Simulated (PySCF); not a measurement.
CH8BNO: full NMR table

```yaml
Formula: CH8BNO
SMILES: CO[BH2-][NH3+]
Point_group_of_the_computed_structure: C1
Carbon_signals: 1
Proton_signals: 3
```

Structure with atom numbers: `[CH3:1][O:2][BH2-:3][NH3+:4]`; H(Xn) means a hydrogen on atom n.

- couplings computed with B3LYP/pcJ-1 (spin–dipole term only in couplings to heteroatoms)
- shielding tensors at B3LYP/pcSseg-2 (GIAO)
- geometry from PBE0-D3(BJ)/def2-SVP
- program: PySCF
- no relativistic terms, single conformer, in vacuum, equivalent nuclei averaged

Chemical shifts δ = σref − σ; TMS for ¹H (σref 31.39) and ¹³C (σref 179.19); ¹¹B (σref 96.39) vs BF3·OEt2; NH3 for ¹⁵N (σref 258.52); H2O for ¹⁷O (σref 325.85), all at this level.

```tsv
carbon	δC, type	δH (multiplicity, J in Hz)	HMBC from (abs. J ≥ 3 Hz)	span of the C tensor (ppm)
C1	59.7, CH3	3.50 (s)	H(B3)	94
```

Other nuclei:
```
atoms  nucleus                                     environment  δ (ppm)  σ (ppm)
H(B3)       ¹H              hydrogen on a boron bonded to N, O     3.09    28.30
H(N4)       ¹H  hydrogen on a donor nitrogen of a Lewis adduct     2.46    28.92
   B3      ¹¹B                       boron bonded to N, O, 2 H     -2.0     98.4
   N4      ¹⁵N                donor nitrogen of a Lewis adduct     45.4    213.2
   O2      ¹⁷O                           oxygen bonded to C, B     28.8    297.1
```

Selected couplings (Hz, signed; the shortest-range and largest first, 30 at most; isotopes ¹³C, ¹H, ¹¹B, ¹⁵N): ¹J(C1,H(C1)) 141.6, ¹J(B3,H(B3)) 122.7, ²J(N4,H(B3)) -7.3, ²J(C1,B3) -1.6, ³J(B3,H(C1)) 4.5.

δH 3.50: hydrogen on a methyl carbon bonded to O; its carbon carries O, an electronegative neighbour. δH 3.09: hydrogen on a boron bonded to N, O. δH 2.46: hydrogen on a donor nitrogen of a Lewis adduct; exchangeable, gas-phase position.

Exchangeable OH/NH protons stand at their gas-phase positions; hydrogen bonding in a real sample shifts them, mostly to higher δ. Hydrogens on boron are broadened and split by ¹¹B (spin 3/2, 80 %) and 10B (spin 3). Shifts are as computed. Against solution values, carbons near 30 ppm lie about +3 ppm off and those near 130 ppm about +8 ppm. Of 1211 compounds with measured shifts, 218 miss one by over three times the rms of a fit or turn the order of signals round; such compounds aren't used in these exercises. Couplings to exchangeable protons are dropped. Experimental scales use liquid or dissolved standards, which lie at an offset from isolated NH3 (liquid NH3: subtract about 20 ppm) and H2O (liquid H2O: subtract about 36 ppm).
